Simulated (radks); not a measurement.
Q: Successive ionisation energies (eV) of one element, from differences of total energies of ions in their ground configurations, starting at charge 44: 3736.6, 3860.5, 3985.9, 4112.6, 4240.8, 4370.4, 4501.4, 4633.7, 4767.2, 5260.7, 5380.2, 5500.2, 5620.6, 5741.1, 5861.5, 6351.9, 6468.3, 14587.7, 14917.4, 15248.8, 15581.6, 15915.2. All-electron calculation, scalar-relativistic Kohn-Sham, PBE, spin-unpolarised, spherical densities, point nucleus. Program: a radial shooting solver on a logarithmic mesh with Libxc functionals. Which element is it?

A: Lutetium (Z = 71). The first species listed is Lu44+ in [Ar] 3d9, the last Lu65+ in [He] 2s2 2p2.
